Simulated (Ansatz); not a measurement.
I2, closed-shell singlet (the spin of the measured ground state), most abundant isotopes (126.9045 and 126.9045 u). Constants from fifth-degree fits in 1/R to seven points on the lowest solution found; no spin–orbit coupling, no relativity up to Kr; ω_e x_e and α_e move by some per cent with the fit.

Correlated levels freeze the inner cores; with def2 sets outer-core shells near the valence are correlated too.

Programs: Ansatz (Gaussian orbitals). Each number belongs to the level named beside it. In def2 rows elements past Kr take small-core potentials, without spin–orbit coupling.

Total energies (hartree; each atom in its lowest state at that level) and vibrational constants (cm⁻¹):

| level | E(I2) at r_e | E(I) | ω_e | ω_e x_e |
|---|---|---|---|---|
| PBE/def2-TZVPP | -595.411940 | -297.665478 | 212 | 0.46 |
| B3LYP/def2-TZVPP | -595.625383 | -297.778379 | 211 | 0.44 |
| wB97M-V/def2-TZVPP | -595.397427 | -297.664904 | 232 | 0.40 |
| CCSD(T)/def2-QZVPP | -594.607293 | -297.266252 | 225 | 0.53 |

Work out D_e and D₀ in eV.


D_e = E(I) + E(I) − E(molecule), times 27.2114 eV; D₀ = D_e − (ω_e/2 − ω_e x_e/4)/8065.54.
- PBE/def2-TZVPP: D_e = 2.204, zero point 0.013, D₀ = 2.191 eV, 0.65 eV from the measured value
- B3LYP/def2-TZVPP: D_e = 1.867, zero point 0.013, D₀ = 1.854 eV, 0.31 eV from the measured value
- wB97M-V/def2-TZVPP: D_e = 1.840, zero point 0.014, D₀ = 1.826 eV, 0.28 eV from the measured value
- CCSD(T)/def2-QZVPP: D_e = 2.035, zero point 0.014, D₀ = 2.021 eV, 0.48 eV from the measured value
Measured D₀ = 1.543 eV [from 0 K enthalpies of formation in NIST CCCBDB]; it holds the spin–orbit terms that these runs lack.

Ansatz is a first-principles code.
